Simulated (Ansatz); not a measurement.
An input meant for (KNH2)2 ring (K₂N₂H₄) (charge 0, singlet).

```yaml
crystal:
  periodic: [false, false, false]
  atoms:
    - {symbol: K, position_ang: [0.151284, -0.068674, 1.783977]}
    - {symbol: N, position_ang: [0.354509, -1.913364, -0.103692]}
    - {symbol: K, position_ang: [-0.138581, 0.071120, -1.785023]}
    - {symbol: N, position_ang: [-0.353464, 1.913553, 0.103523]}
    - {symbol: H, position_ang: [1.246908, -2.420650, -0.196317]}
    - {symbol: H, position_ang: [-0.305822, -2.704481, -0.081356]}
    - {symbol: H, position_ang: [0.297190, 2.712604, 0.082396]}
    - {symbol: H, position_ang: [-1.252013, 2.409893, 0.196493]}
basis:
  gaussian: {orbitals: "6-31G*"}
magnetization: {spin_polarized: true, initial_magnetization: 8}
hamiltonian: {xc: {name: PBEsol}}
accuracy: high
scf: {lower_state_search: off}
output: {forces: true}
```

```sh
$ ansatz run in.yaml --threads 4 --pin off --events-out ev --progress --plain --max-ram 3916MiB
```

Output, abridged:

```
Functional definition: PBEsol
2371 factors; integrals over basis functions are off by at most 3.1e-9 eV
mean field evaluation 1: about -35598.3594 eV, gradient 1.3e1 eV
mean field evaluation 2: about -35598.5473 eV, gradient 1.2e1 eV
mean field evaluation 4: about -35599.1626 eV, gradient 9.5e-1 eV
mean field evaluation 8: about -35599.1670 eV, gradient 2.6e-2 eV
mean field evaluation 16: about -35599.1670 eV, gradient 1.4e-5 eV
mean field -35599.16704205 eV, -1308.2452588133 hartree, gradient 1.8e-8 eV, S^2 20.004982; 0 other end points of the search recorded, 0 dependent functions left out
reference -35599.16704633 eV, -1308.2452589705 hartree; 32, 24 occupied and 76, 84 virtual orbitals, 2371 factors
Total energy: -35599.16704633 eV, -1308.2452589705 hartree
Atom 0 at     0.151284    -0.068674     1.783977 Å, force     0.131935    -0.060334     1.567170 eV/Å
Atom 1 at     0.354509    -1.913364    -0.103692 Å, force     0.307520    -1.681184    -0.091075 eV/Å
Atom 2 at    -0.138581     0.071120    -1.785023 Å, force    -0.122597     0.062023    -1.567876 eV/Å
Atom 3 at    -0.353464     1.913553     0.103523 Å, force    -0.313980     1.679764     0.091440 eV/Å
Atom 4 at     1.246908    -2.420650    -0.196317 Å, force     4.073913     0.932930    -0.294171 eV/Å
Atom 5 at    -0.305822    -2.704481    -0.081356 Å, force    -4.142704    -0.568358     0.314191 eV/Å
Atom 6 at     0.297190     2.712604     0.082396 Å, force     4.132127     0.618774    -0.311739 eV/Å
Atom 7 at    -1.252013     2.409893     0.196493 Å, force    -4.066215    -0.983615     0.292059 eV/Å
Dipole moment:    -0.001974    -0.000402     0.000165 e Å
Checks for a lower state left out: stability, starts, cluster_reference, orbital_swaps, neighbouring_geometries, increment
```

In this input the spin is set far too high (8 unpaired electrons typed, 0 in the singlet as meant). Self-consistency was reached. The result belongs to that input, not to the species as meant.

The 6-31G sets use Cartesian d functions.
